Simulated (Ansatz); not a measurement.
Reaction (atomization): `[SiH3][SiH2][GeH3]` → Ge• + 8 H• + 2 Si•

Program: Ansatz. Geometries: PBE0-D4/def2-TZVP. ΔE: electronic, gas phase. CCSD(T)/CBS is the MP2 limit (def2-TZVPP, def2-QZVPP) plus CCSD(T) − MP2 in def2-TZVPP, frozen cores. This one scheme is used for every species, atoms too. DFT in def2-TZVPP. Open shells (•) are unrestricted, without spin–orbit coupling. Spin–orbit coupling would lower the free atoms: a little for Si; clearly for Ge. For Ge outer-core shells are correlated without core-valence functions, so the limit isn't a true one: a few kJ/mol of doubt a bond, and 10 to 20 or more in all where bonds break to atoms. Scalar relativity is left out up to krypton.

| species | r2SCANh-D4 energy (Eh) |
| --- | --- |
| `[SiH3][SiH2][GeH3]` | -2660.72920 |
| Ge• | -2076.89676 |
| H• | -0.49990 |
| Si• | -289.34061 |

Work out ΔE.

ΔE = 8 × (-0.49990) + 2 × (-289.34061) + (-2076.89676) − (-2660.72920) = 1.15202 Eh = +31.35 eV. CCSD(T)/CBS gives +31.52 eV.

Largest T1 diagnostic among the species: 0.013.

At CCSD(T), def2-SVP lies −2.10 eV from the extrapolated value and def2-TZVPP −0.65 eV: correlation converges slowly with the basis, and small sets miss more of it in the bonded molecule than in its fragments. From BLYP to BHLYP (50 % exact exchange), in def2-TZVPP and without D4, ΔE moves by +0.53 eV. The D4 term adds +0.39 eV with B3LYP and +0.21 eV with PBE0; it sums over pairs of atoms, weighted by their polarisabilities, and B3LYP, whose exchange is more repulsive, gets the larger term.

B3LYP here is the variant with VWN-RPA as its local correlation; programs differ in this.

For atomizations the MP2-based limit and the directly extrapolated one differ by several kJ/mol either way, and by 10 to 25 for some Ge, Se and Sn compounds, so smaller differences from it don't rank the levels.
